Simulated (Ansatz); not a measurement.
Ansatz (a program for electronic structure) input for In(F)(vinyl)(NH2) (C2H5FInN), SMILES C=[CH][In]([NH2])[F], PBE-D3(BJ)/def2-SVP. 

Ansatz 0.2 input:
```yaml
crystal:
  periodic: [false, false, false]
  atoms:
    - {symbol: In, position_ang: [-0.13749023, 0.13682495, 0.12517103]}
    - {symbol: F, position_ang: [-2.07158489, 0.24190010, 0.53854338]}
    - {symbol: C, position_ang: [0.44100315, -1.26475166, -1.37941974]}
    - {symbol: C, position_ang: [1.71485931, -1.51720325, -1.70396449]}
    - {symbol: H, position_ang: [-0.36239392, -1.79782059, -1.90076141]}
    - {symbol: H, position_ang: [1.97677884, -2.24818409, -2.48000725]}
    - {symbol: H, position_ang: [2.56314835, -1.02005090, -1.22036628]}
    - {symbol: N, position_ang: [0.87984409, 1.30701207, 1.43975323]}
    - {symbol: H, position_ang: [0.33130422, 2.03774449, 1.89000752]}
    - {symbol: H, position_ang: [1.77836429, 1.68943289, 1.15288944]}
basis:
  gaussian:
    orbitals: def2-SVP
hamiltonian:
  xc: pbe
  dispersion: d3bj
relax: {f_tol: 0.002, max_steps: 200}
```

It prints:

```
Functional definition: PBE
integrals: 0.05 GiB planned
1242 factors; their error is unknown
mean field: 0.28 GiB planned
mean field evaluation 1: about -11505.5743 eV, gradient 9.0e1 eV
mean field evaluation 2: about -11435.9654 eV, gradient 1.7e2 eV
mean field evaluation 4: about -11522.9394 eV, gradient 1.9e1 eV
mean field evaluation 8: about -11523.8913 eV, gradient 6.2e-1 eV
mean field evaluation 16: about -11523.8420 eV, gradient 5.1e-4 eV
mean field -11523.84195268 eV, -423.4933806203 hartree, gradient 5.8e-5 eV, S^2 0.000000; 0 other end points of the search recorded, 0 dependent functions left out
the calculation of the forces begins
reference -11523.84200264 eV, -423.4933824564 hartree; 27, 27 occupied and 80, 80 virtual orbitals, 1242 factors
relax step   1: F+E_penalty+E_count = -11524.01888411 eV  Δ(F+E_penalty+E_count) = +0.000e0 eV  max|allowed force component| = 2.725e-1 eV/Å  Δτ_max = 0.0000 Å  (31 SCF iters, accepted)
these checks for a lower state are left out or cut short: starts, cluster_reference, orbital_swaps, neighbouring_geometries, increment
integrals: 0.05 GiB planned
1242 factors; their error is unknown
mean field: 0.28 GiB planned
mean field -11523.85280597 eV, -423.4937794714 hartree, gradient 1.4e-5 eV, S^2 0.000000; 0 other end points of the search recorded, 0 dependent functions left out
the calculation of the forces begins
reference -11523.85285600 eV, -423.4937813101 hartree; 27, 27 occupied and 80, 80 virtual orbitals, 1242 factors
relax step   2: F+E_penalty+E_count = -11524.02925306 eV  Δ(F+E_penalty+E_count) = -1.037e-2 eV  max|allowed force component| = 1.063e-1 eV/Å  Δτ_max = 0.0187 Å  (32 SCF iters, accepted)
these checks for a lower state are left out or cut short: starts, cluster_reference, orbital_swaps, neighbouring_geometries, increment
integrals: 0.05 GiB planned
1242 factors; their error is unknown
mean field: 0.28 GiB planned
mean field evaluation 32: about -11523.8542 eV, gradient 1.0e-4 eV
mean field -11523.85418723 eV, -423.4938302318 hartree, gradient 2.4e-5 eV, S^2 0.000000; 0 other end points of the search recorded, 0 dependent functions left out
the calculation of the forces begins
reference -11523.85423729 eV, -423.4938320716 hartree; 27, 27 occupied and 80, 80 virtual orbitals, 1242 factors
relax step   3: F+E_penalty+E_count = -11524.03052289 eV  Δ(F+E_penalty+E_count) = -1.270e-3 eV  max|allowed force component| = 7.432e-2 eV/Å  Δτ_max = 0.0394 Å  (30 SCF iters, accepted)
these checks for a lower state are left out or cut short: starts, cluster_reference, orbital_swaps, neighbouring_geometries, increment
integrals: 0.05 GiB planned
1242 factors; their error is unknown
mean field: 0.28 GiB planned
mean field -11523.85501161 eV, -423.4938605272 hartree, gradient 1.9e-5 eV, S^2 0.000000; 0 other end points of the search recorded, 0 dependent functions left out
the calculation of the forces begins
reference -11523.85506170 eV, -423.4938623681 hartree; 27, 27 occupied and 80, 80 virtual orbitals, 1242 factors
relax step   4: F+E_penalty+E_count = -11524.03137950 eV  Δ(F+E_penalty+E_count) = -8.566e-4 eV  max|allowed force component| = 8.516e-2 eV/Å  Δτ_max = 0.0260 Å  (30 SCF iters, accepted)
these checks for a lower state are left out or cut short: starts, cluster_reference, orbital_swaps, neighbouring_geometries, increment
integrals: 0.05 GiB planned
1242 factors; their error is unknown
mean field: 0.28 GiB planned
mean field -11523.85559977 eV, -423.4938821417 hartree, gradient 1.7e-5 eV, S^2 0.000000; 0 other end points of the search recorded, 0 dependent functions left out
the calculation of the forces begins
reference -11523.85564988 eV, -423.4938839831 hartree; 27, 27 occupied and 80, 80 virtual orbitals, 1242 factors
relax step   5: F+E_penalty+E_count = -11524.03199710 eV  Δ(F+E_penalty+E_count) = -6.176e-4 eV  max|allowed force component| = 3.123e-2 eV/Å  Δτ_max = 0.0111 Å  (31 SCF iters, accepted)
these checks for a lower state are left out or cut short: starts, cluster_reference, orbital_swaps, neighbouring_geometries, increment
integrals: 0.05 GiB planned
1242 factors; their error is unknown
mean field: 0.28 GiB planned
mean field -11523.85579715 eV, -423.4938893953 hartree, gradient 1.6e-5 eV, S^2 0.000000; 0 other end points of the search recorded, 0 dependent functions left out
the calculation of the forces begins
reference -11523.85584726 eV, -423.4938912367 hartree; 27, 27 occupied and 80, 80 virtual orbitals, 1242 factors
relax step   6: F+E_penalty+E_count = -11524.03219023 eV  Δ(F+E_penalty+E_count) = -1.931e-4 eV  max|allowed force component| = 1.853e-2 eV/Å  Δτ_max = 0.0073 Å  (31 SCF iters, accepted)
these checks for a lower state are left out or cut short: starts, cluster_reference, orbital_swaps, neighbouring_geometries, increment
integrals: 0.05 GiB planned
1242 factors; their error is unknown
mean field: 0.28 GiB planned
mean field -11523.85584311 eV, -423.4938910844 hartree, gradient 1.8e-5 eV, S^2 0.000000; 0 other end points of the search recorded, 0 dependent functions left out
the calculation of the forces begins
reference -11523.85589323 eV, -423.4938929260 hartree; 27, 27 occupied and 80, 80 virtual orbitals, 1242 factors
relax step   7: F+E_penalty+E_count = -11524.03222921 eV  Δ(F+E_penalty+E_count) = -3.898e-5 eV  max|allowed force component| = 3.275e-3 eV/Å  Δτ_max = 0.0047 Å  (32 SCF iters, accepted)
these checks for a lower state are left out or cut short: starts, cluster_reference, orbital_swaps, neighbouring_geometries, increment
integrals: 0.05 GiB planned
1242 factors; their error is unknown
mean field: 0.28 GiB planned
mean field evaluation 64: about -11523.9044 eV, gradient 2.4e-1 eV
mean field -11523.85586406 eV, -423.4938918541 hartree, gradient 9.0e-6 eV, S^2 0.000000; 0 other end points of the search recorded, 0 dependent functions left out
the calculation of the forces begins
reference -11523.85591417 eV, -423.4938936957 hartree; 27, 27 occupied and 80, 80 virtual orbitals, 1242 factors
relax step   8: F+E_penalty+E_count = -11524.03223324 eV  Δ(F+E_penalty+E_count) = -4.031e-6 eV  max|allowed force component| = 3.083e-3 eV/Å  Δτ_max = 0.0018 Å  (23 SCF iters, accepted)
these checks for a lower state are left out or cut short: starts, cluster_reference, orbital_swaps, neighbouring_geometries, increment
integrals: 0.05 GiB planned
1242 factors; their error is unknown
mean field: 0.28 GiB planned
mean field -11523.85587742 eV, -423.4938923451 hartree, gradient 8.6e-6 eV, S^2 0.000000; 0 other end points of the search recorded, 0 dependent functions left out
the calculation of the forces begins
reference -11523.85592754 eV, -423.4938941868 hartree; 27, 27 occupied and 80, 80 virtual orbitals, 1242 factors
relax step   9: F+E_penalty+E_count = -11524.03223697 eV  Δ(F+E_penalty+E_count) = -3.730e-6 eV  max|allowed force component| = 1.935e-3 eV/Å  Δτ_max = 0.0018 Å  (23 SCF iters, accepted)
these checks for a lower state are left out or cut short: starts, cluster_reference, orbital_swaps, neighbouring_geometries, increment
integrals: 0.05 GiB planned
1242 factors; their error is unknown
mean field: 0.28 GiB planned
mean field -11523.85590401 eV, -423.4938933223 hartree, gradient 2.3e-5 eV, S^2 0.000000; 0 other end points of the search recorded, 0 dependent functions left out
the calculation of the forces begins
reference -11523.85595414 eV, -423.4938951644 hartree; 27, 27 occupied and 80, 80 virtual orbitals, 1242 factors
relax step  10: F+E_penalty+E_count = -11524.03224207 eV  Δ(F+E_penalty+E_count) = -5.101e-6 eV  max|allowed force component| = 4.058e-3 eV/Å  Δτ_max = 0.0040 Å  (23 SCF iters, accepted)
these checks for a lower state are left out or cut short: starts, cluster_reference, orbital_swaps, neighbouring_geometries, increment
integrals: 0.05 GiB planned
1242 factors; their error is unknown
mean field: 0.28 GiB planned
mean field -11523.85591726 eV, -423.4938938093 hartree, gradient 2.7e-5 eV, S^2 0.000000; 0 other end points of the search recorded, 0 dependent functions left out
the calculation of the forces begins
reference -11523.85596739 eV, -423.4938956516 hartree; 27, 27 occupied and 80, 80 virtual orbitals, 1242 factors
relax step  11: F+E_penalty+E_count = -11524.03224514 eV  Δ(F+E_penalty+E_count) = -3.072e-6 eV  max|allowed force component| = 2.548e-3 eV/Å  Δτ_max = 0.0040 Å  (22 SCF iters, accepted)
these checks for a lower state are left out or cut short: starts, cluster_reference, orbital_swaps, neighbouring_geometries, increment
integrals: 0.05 GiB planned
1242 factors; their error is unknown
mean field: 0.28 GiB planned
mean field -11523.85592364 eV, -423.4938940435 hartree, gradient 1.2e-5 eV, S^2 0.000000; 0 other end points of the search recorded, 0 dependent functions left out
the calculation of the forces begins
reference -11523.85597378 eV, -423.4938958862 hartree; 27, 27 occupied and 80, 80 virtual orbitals, 1242 factors
relax step  12: F+E_penalty+E_count = -11524.03224476 eV  Δ(F+E_penalty+E_count) = +3.860e-7 eV  max|allowed force component| = 4.145e-3 eV/Å  Δτ_max = 0.0053 Å  (24 SCF iters, rejected (line search))
these checks for a lower state are left out or cut short: starts, cluster_reference, orbital_swaps, neighbouring_geometries, increment
integrals: 0.05 GiB planned
1242 factors; their error is unknown
mean field: 0.28 GiB planned
mean field evaluation 96: about -11523.8559 eV, gradient 4.9e-5 eV
mean field -11523.85591507 eV, -423.4938937287 hartree, gradient 1.4e-5 eV, S^2 0.000000; 0 other end points of the search recorded, 0 dependent functions left out
the calculation of the forces begins
reference -11523.85596521 eV, -423.4938955713 hartree; 27, 27 occupied and 80, 80 virtual orbitals, 1242 factors
relax step  13: F+E_penalty+E_count = -11524.03224780 eV  Δ(F+E_penalty+E_count) = -2.654e-6 eV  max|allowed force component| = 7.820e-4 eV/Å  Δτ_max = 0.0026 Å  (23 SCF iters, accepted)
these checks for a lower state are left out or cut short: starts, cluster_reference, orbital_swaps, neighbouring_geometries, increment
integrals: 0.05 GiB planned
1242 factors; their error is unknown
mean field: 0.28 GiB planned
mean field -11523.85591111 eV, -423.4938935831 hartree, gradient 2.5e-5 eV, S^2 0.000000; 0 other end points of the search recorded, 0 dependent functions left out
the calculation of the forces begins
reference -11523.85596126 eV, -423.4938954260 hartree; 27, 27 occupied and 80, 80 virtual orbitals, 1242 factors
relax step  14: F+E_penalty+E_count = -11524.03224928 eV  Δ(F+E_penalty+E_count) = -1.488e-6 eV  max|allowed force component| = 1.235e-3 eV/Å  Δτ_max = 0.0039 Å  (23 SCF iters, accepted)
integrals: 0.05 GiB planned
1242 factors; their error is unknown
mean field: 0.28 GiB planned
mean field evaluation 128: about -11523.8559 eV, gradient 5.8e-5 eV
mean field -11523.85591111 eV, -423.4938935831 hartree, gradient 2.5e-5 eV, S^2 0.000000; 1 other end points of the search recorded, 0 dependent functions left out
the calculation of the forces begins
reference -11523.85596126 eV, -423.4938954260 hartree; 27, 27 occupied and 80, 80 virtual orbitals, 1242 factors
Total energy: -11524.03229943 eV, -423.5003757345 hartree
Atom 0 at    -0.123739     0.146968     0.124247 Å, force     0.000625     0.000921     0.000351 eV/Å
Atom 1 at    -2.067306     0.233030     0.559243 Å, force    -0.000499    -0.000161     0.000203 eV/Å
Atom 2 at     0.443212    -1.256952    -1.389190 Å, force    -0.000212    -0.000499    -0.000112 eV/Å
Atom 3 at     1.721678    -1.532657    -1.707692 Å, force     0.000664    -0.000268     0.000570 eV/Å
Atom 4 at    -0.376583    -1.771695    -1.920541 Å, force    -0.000046     0.000372    -0.000094 eV/Å
Atom 5 at     1.975770    -2.269702    -2.492118 Å, force     0.000164    -0.000118    -0.000240 eV/Å
Atom 6 at     2.582371    -1.051992    -1.211396 Å, force    -0.000414     0.000242    -0.000263 eV/Å
Atom 7 at     0.895799     1.297158     1.481692 Å, force     0.000280    -0.001235    -0.000890 eV/Å
Atom 8 at     0.307364     2.035279     1.888358 Å, force    -0.000071     0.000866     0.000363 eV/Å
Atom 9 at     1.755268     1.735467     1.129244 Å, force    -0.000492    -0.000120     0.000113 eV/Å
Dipole moment:     0.649719     0.091314    -0.331404 e Å
```

The calculation finished and met its thresholds.
